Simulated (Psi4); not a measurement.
Input for Psi4: SAPT0/aug-cc-pVDZ on FGeH6NO (a complex), monomers drawn apart or pushed together.

```
memory 1837 MB

molecule dimer {
0 1
O    -1.43535024    0.34289943    0.81499324
Ge    0.22156485   -0.32738195    0.64327739
F     0.08598138   -0.82233042   -1.06960587
H    -1.88854647    0.24213310   -0.03012391
H     0.46127241   -1.67957480    1.31938387
H     1.34648924    0.70733802    0.55929842
--
0 1
N     0.09945499    0.39776209    2.77166121
H     0.13258277   -0.31441543    3.49210688
H     0.72857958    1.14692412    3.03669659
H    -0.84500597    0.76744913    2.72658432
units angstrom
symmetry c1
no_reorient
no_com
}

set {
  basis aug-cc-pVDZ
  scf_type df
  freeze_core true
}

energy('sapt0')
```

Output:

```
[...]
==> Input File <==

--------------------------------------------------------------------------
memory 1837 MB

molecule dimer {
0 1
O    -1.43535024    0.34289943    0.81499324
Ge    0.22156485   -0.32738195    0.64327739
F     0.08598138   -0.82233042   -1.06960587
H    -1.88854647    0.24213310   -0.03012391
H     0.46127241   -1.67957480    1.31938387
H     1.34648924    0.70733802    0.55929842
--
0 1
N     0.09945499    0.39776209    2.77166121
H     0.13258277   -0.31441543    3.49210688
H     0.72857958    1.14692412    3.03669659
H    -0.84500597    0.76744913    2.72658432
units angstrom
symmetry c1
no_reorient
no_com
}

set {
  basis aug-cc-pVDZ
  scf_type df
  freeze_core true
}

energy('sapt0')
--------------------------------------------------------------------------


   => Loading Basis Set <=

    Name: AUG-CC-PVDZ
    Role: ORBITAL
    Keyword: BASIS
    atoms 1         entry O          line   254 file aug-cc-pvdz.gbs
    atoms 2         entry GE         line  2999 file aug-cc-pvdz.gbs
    atoms 3         entry F          line   290 file aug-cc-pvdz.gbs
    atoms 4-6, 8-10 entry H          line    40 file aug-cc-pvdz.gbs
    atoms 7         entry N          line   218 file aug-cc-pvdz.gbs

   => Loading Basis Set <=

    Name: AUG-CC-PVDZ
    Role: ORBITAL
    Keyword: BASIS
    atoms 1         entry O          line   254 file aug-cc-pvdz.gbs
    atoms 2         entry GE         line  2999 file aug-cc-pvdz.gbs
    atoms 3         entry F          line   290 file aug-cc-pvdz.gbs
    atoms 4-6, 8-10 entry H          line    40 file aug-cc-pvdz.gbs
    atoms 7         entry N          line   218 file aug-cc-pvdz.gbs


  //>>>>>>>>>>>>>>>>>>>>>>>>>>>>>>>>>>>//
  //              Dimer HF             //
  //<<<<<<<<<<<<<<<<<<<<<<<<<<<<<<<<<<<//

   => Libint2 <=

    Primary   basis highest AM E, G, H:  7, 6, 3
    Auxiliary basis highest AM E, G, H:  7, 7, 4
    Onebody   basis highest AM E, G, H:  -, -, -
    Solid Harmonics ordering:            Gaussian


   => Loading Basis Set <=

    Name: AUG-CC-PVDZ
    Role: ORBITAL
    Keyword: BASIS
    atoms 1         entry O          line   254 file aug-cc-pvdz.gbs
    atoms 2         entry GE         line  2999 file aug-cc-pvdz.gbs
    atoms 3         entry F          line   290 file aug-cc-pvdz.gbs
    atoms 4-6, 8-10 entry H          line    40 file aug-cc-pvdz.gbs
    atoms 7         entry N          line   218 file aug-cc-pvdz.gbs


         ---------------------------------------------------------
                                   SCF
               by Justin Turney, Rob Parrish, Andy Simmonett
                          and Daniel G. A. Smith
                              RHF Reference
                        1 Threads,   1751 MiB Core
         ---------------------------------------------------------

  ==> Geometry <==

    Molecular point group: c1
    Full point group: C1

    Geometry (in Angstrom), charge = 0, multiplicity = 1:

       Center              X                  Y                   Z               Mass
    ------------   -----------------  -----------------  -----------------  -----------------
         O           -1.435350240000     0.342899430000     0.814993240000    15.994914619570
         GE           0.221564850000    -0.327381950000     0.643277390000    73.921177761000
         F            0.085981380000    -0.822330420000    -1.069605870000    18.998403162730
         H           -1.888546470000     0.242133100000    -0.030123910000     1.007825032230
         H            0.461272410000    -1.679574800000     1.319383870000     1.007825032230
         H            1.346489240000     0.707338020000     0.559298420000     1.007825032230
         N            0.099454990000     0.397762090000     2.771661210000    14.003074004430
         H            0.132582770000    -0.314415430000     3.492106880000     1.007825032230
         H            0.728579580000     1.146924120000     3.036696590000     1.007825032230
         H           -0.845005970000     0.767449130000     2.726584320000     1.007825032230

  Running in c1 symmetry.

  Rotational constants: A =      0.23876  B =      0.07504  C =      0.06580 [cm^-1]
  Rotational constants: A =   7157.90726  B =   2249.53737  C =   1972.63115 [MHz]
  Nuclear repulsion =  334.507419475800418

  Charge       = 0
  Multiplicity = 1
  Electrons    = 62
  Nalpha       = 31
  Nbeta        = 31

  ==> Algorithm <==

  SCF Algorithm Type is DF.
  DIIS enabled.
  MOM disabled.
  Fractional occupation disabled.
  Guess Type is SAD.
  Energy threshold   = 1.00e-08
  Density threshold  = 1.00e-08
  Integral threshold = 1.00e-12

  ==> Primary Basis <==

  Basis Set: AUG-CC-PVDZ
    Blend: AUG-CC-PVDZ
    Number of shells: 71
    Number of basis functions: 159
    Number of Cartesian functions: 168
    Spherical Harmonics?: true
    Max angular momentum: 2

   => Loading Basis Set <=

    Name: (AUG-CC-PVDZ AUX)
    Role: JKFIT
    Keyword: DF_BASIS_SCF
    atoms 1        
[...]
,   0.000000,   0.000000 [a0]

Properties computed using the SCF density matrix


 Multipole Moments:

 ------------------------------------------------------------------------------------
     Multipole            Electronic (a.u.)      Nuclear  (a.u.)        Total (a.u.)
 ------------------------------------------------------------------------------------

 L = 1.  Multiply by 2.5417464519 to convert [e a0] to [Debye]
 Dipole X            :         -1.5051196            1.3461300           -0.1589896
 Dipole Y            :         -8.0556050            8.2851120            0.2295069
 Dipole Z            :        -53.6242362           54.1539123            0.5296761
 Magnitude           :                                                    0.5987553

 ------------------------------------------------------------------------------------

  Constructing Basis Sets for SAPT...

   => Loading Basis Set <=

    Name: (AUG-CC-PVDZ AUX)
    Role: RIFIT
    Keyword: DF_BASIS_SAPT
    atoms 1         entry O          line   204 file aug-cc-pvdz-ri.gbs
    atoms 2         entry GE         line   760 file aug-cc-pvdz-ri.gbs
    atoms 3         entry F          line   250 file aug-cc-pvdz-ri.gbs
    atoms 4-6, 8-10 entry H          line    30 file aug-cc-pvdz-ri.gbs
    atoms 7         entry N          line   158 file aug-cc-pvdz-ri.gbs

   => Loading Basis Set <=

    Name: (AUG-CC-PVDZ AUX)
    Role: JKFIT
    Keyword: DF_BASIS_ELST
    atoms 1         entry O          line   270 file aug-cc-pvdz-jkfit.gbs
    atoms 2         entry GE         line  1047 file aug-cc-pvdz-jkfit.gbs
    atoms 3         entry F          line   328 file aug-cc-pvdz-jkfit.gbs
    atoms 4-6, 8-10 entry H          line    70 file aug-cc-pvdz-jkfit.gbs
    atoms 7         entry N          line   212 file aug-cc-pvdz-jkfit.gbs


  //>>>>>>>>>>>>>>>>>>>>>>>>>>>>>>>>>>>//
  //               SAPT0               //
  //<<<<<<<<<<<<<<<<<<<<<<<<<<<<<<<<<<<//



        SAPT0
    Ed Hohenstein
     6 June 2009

      Orbital Information
  --------------------------
    NSO        =       159
    NMO        =       159
    NRI        =       484
    NRI (Elst) =       644
    NOCC A     =        26
    NOCC B     =         5
    FOCC A     =        11
    FOCC B     =         1
    NVIR A     =       133
    NVIR B     =       154

    Elst10,r            =    -0.093392446442 [Eh]
    Exch10              =     0.120310412372 [Eh]
    Exch10 (S^2)        =     0.114061908815 [Eh]

    Maxiter = 50
    CPHF R converge = 1.000000E-08

    Iter     Energy [mEh]          dE [mEh]         Residual      Time [s]
       1     -10.55048583      10.550485831     1.572103e-02             0
       2     -12.24884955       1.698363715     5.170326e-03             0
       3     -12.46085573       0.212006180     1.356509e-03             0
       4     -12.44629914      -0.014556590     5.919200e-04             0
       5     -12.42393800      -0.022361131     1.114527e-04             0
       6     -12.42729716       0.003359150     3.648983e-05             0
       7     -12.42768940       0.000392248     1.271160e-05             0
       8     -12.42750944      -0.000179968     3.790756e-06             0
       9     -12.42746812      -0.000041312     7.160656e-07             1
      10     -12.42748423       0.000016104     1.228559e-07             1
      11     -12.42748227      -0.000001961     2.528323e-08             1
      12     -12.42748243       0.000000163     6.350385e-09             1

    CHF Iterations converged

    Maxiter = 50
    CPHF R converge = 1.000000E-08

    Iter     Energy [mEh]          dE [mEh]         Residual      Time [s]
       1    -164.37558434     164.375584339     6.865958e-02             0
       2    -210.35153334      45.975948998     1.519578e-02             0
       3    -209.52207057      -0.829462765     5.162263e-03             0
       4    -208.99938331      -0.522687261     1.343616e-03             0
       5    -209.05019210       0.050808793     2.820990e-04             0
       6    -209.08032418       0.030132079     6.178991e-05             0
       7    -209.07208654      -0.008237640     9.139948e-06             0
       8    -209.07287073       0.000784185     1.598026e-06             0
       9    -209.07278923      -0.000081499     3.586984e-07             0
      10    -209.07279563       0.000006401     6.407816e-08             0
      11    -209.07279684       0.000001210     1.104684e-08             0
      12    -209.07279647      -0.000000365     3.147225e-09             0

    CHF Iterations converged

    Ind20,r (A<-B)      =    -0.012427482430 [Eh]
    Ind20,r (B<-A)      =    -0.209072796474 [Eh]
    Ind20,r             =    -0.221500278903 [Eh]
    Exch-Ind20,r (A<-B) =     0.008397804104 [Eh]
    Exch-Ind20,r (B<-A) =     0.167337022234 [Eh]
    Exch-Ind20,r        =     0.175734826338 [Eh]
    Disp20              =    -0.022606367634 [Eh]
    Disp20 (SS)         =    -0.011303183817 [Eh]
    Disp20 (OS)         =    -0.011303183817 [Eh]
    Exch-Disp20         =     0.005361132367 [Eh]
    Exch-Disp20 (SS)    =     0.003195441709 [Eh]
    Exch-Disp20 (OS)    =     0.002165690659 [Eh]

    SAPT Results
  --------------------------------------------------------------------------------------------------------
    Electrostatics                -93.39244644 [mEh]     -58.60464492 [kcal/mol]    -245.20183435 [kJ/mol]
      Elst10,r                    -93.39244644 [mEh]     -58.60464492 [kcal/mol]    -245.20183435 [kJ/mol]

    Exchange                      120.31041237 [mEh]      75.49592356 [kcal/mol]     315.87494416 [kJ/mol]
      Exch10                      120.31041237 [mEh]      75.49592356 [kcal/mol]     315.87494416 [kJ/mol]
      Exch10(S^2)                 114.06190881 [mEh]      71.57492838 [kcal/mol]     299.46950034 [kJ/mol]

    Induction                     -34.21565379 [mEh]     -21.47064690 [kcal/mol]     -89.83318665 [kJ/mol]
      Ind20,r                    -221.50027890 [mEh]    -138.99352346 [kcal/mol]    -581.54890214 [kJ/mol]
      Exch-Ind20,r                175.73482634 [mEh]     110.27526840 [kcal/mol]     461.39172299 [kJ/mol]
      delta HF,r (2)               11.54979878 [mEh]       7.24760815 [kcal/mol]      30.32399251 [kJ/mol]

    Dispersion                    -17.24523527 [mEh]     -10.82154851 [kcal/mol]     -45.27735895 [kJ/mol]
      Disp20                      -22.60636763 [mEh]     -14.18570986 [kcal/mol]     -59.35301005 [kJ/mol]
      Exch-Disp20                   5.36113237 [mEh]       3.36416135 [kcal/mol]      14.07565109 [kJ/mol]
      Disp20 (SS)                 -11.30318382 [mEh]      -7.09285493 [kcal/mol]     -29.67650502 [kJ/mol]
      Disp20 (OS)                 -11.30318382 [mEh]      -7.09285493 [kcal/mol]     -29.67650502 [kJ/mol]
      Exch-Disp20 (SS)              3.19544171 [mEh]       2.00516995 [kcal/mol]       8.38963105 [kJ/mol]
      Exch-Disp20 (OS)              2.16569066 [mEh]       1.35899141 [kcal/mol]       5.68602004 [kJ/mol]

  Total HF                         -7.29768786 [mEh]      -4.57936827 [kcal/mol]     -19.16007684 [kJ/mol]
  Total SAPT0                     -24.54292313 [mEh]     -15.40091678 [kcal/mol]     -64.43743579 [kJ/mol]

  Special recipe for scaled SAPT0 (see Manual):
    Electrostatics sSAPT0         -93.39244644 [mEh]     -58.60464492 [kcal/mol]    -245.20183435 [kJ/mol]
    Exchange sSAPT0               120.31041237 [mEh]      75.49592356 [kcal/mol]     315.87494416 [kJ/mol]
    Induction sSAPT0               -3.72345496 [mEh]      -2.33650326 [kcal/mol]      -9.77592965 [kJ/mol]
    Dispersion sSAPT0             -16.31501149 [mEh]     -10.23782427 [kcal/mol]     -42.83505676 [kJ/mol]
  Total sSAPT0                      6.87949948 [mEh]       4.31695110 [kcal/mol]      18.06212340 [kJ/mol]
  --------------------------------------------------------------------------------------------------------



*** Psi4 exiting successfully. Buy a developer a beer!
```

The run finished.

Cost: around 16 core-seconds (rough).
